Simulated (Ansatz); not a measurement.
Start from `B[CH2][GeH2][F]` and change one atom or group to get `B[CH2][GeH2][SiH3]`.

Ansatz, PBE0-D4/def2-TZVP geometries, multiplicity 1. Each molecule was computed in one conformer, which needn't be the lowest.

Scalar relativity is left out up to krypton.

```
                                        property  `B[CH2][GeH2][F]`
           LUMO energy (ωB97M-V/def2-TZVPP) / eV               0.12
             HOMO energy (B3LYP/def2-TZVPP) / eV              -8.89
            HOMO–LUMO gap (PBE0/def2-TZVPP) / eV               7.35
size of the dipole moment (B3LYP/def2-TZVPP) / D               1.30
           HOMO–LUMO gap (B3LYP/def2-TZVPP) / eV               6.88
         HOMO–LUMO gap (ωB97M-V/def2-TZVPP) / eV              11.45
```

(1) Give the same properties after the change, and the shifts. (Estimate.)

## Answers

(1) Ansatz gave: 
```
                                        property  `B[CH2][GeH2][SiH3]`  shift
           LUMO energy (ωB97M-V/def2-TZVPP) / eV                  0.75   0.63
             HOMO energy (B3LYP/def2-TZVPP) / eV                 -8.00   0.89
            HOMO–LUMO gap (PBE0/def2-TZVPP) / eV                  7.11  -0.24
size of the dipole moment (B3LYP/def2-TZVPP) / D                  0.97  -0.33
           HOMO–LUMO gap (B3LYP/def2-TZVPP) / eV                  6.71  -0.17
         HOMO–LUMO gap (ωB97M-V/def2-TZVPP) / eV                 10.99  -0.46
```

With PBE0 the HOMO rises by 0.91 eV and the LUMO rises by 0.67 eV, so the gap narrows by about 0.24 eV. PBE moves the HOMO by 0.64 eV and ωB97M-V by 1.09 eV. Dipoles are sizes alone; their direction can turn.

B3LYP here is the variant with VWN-RPA as its local correlation; programs differ in this.
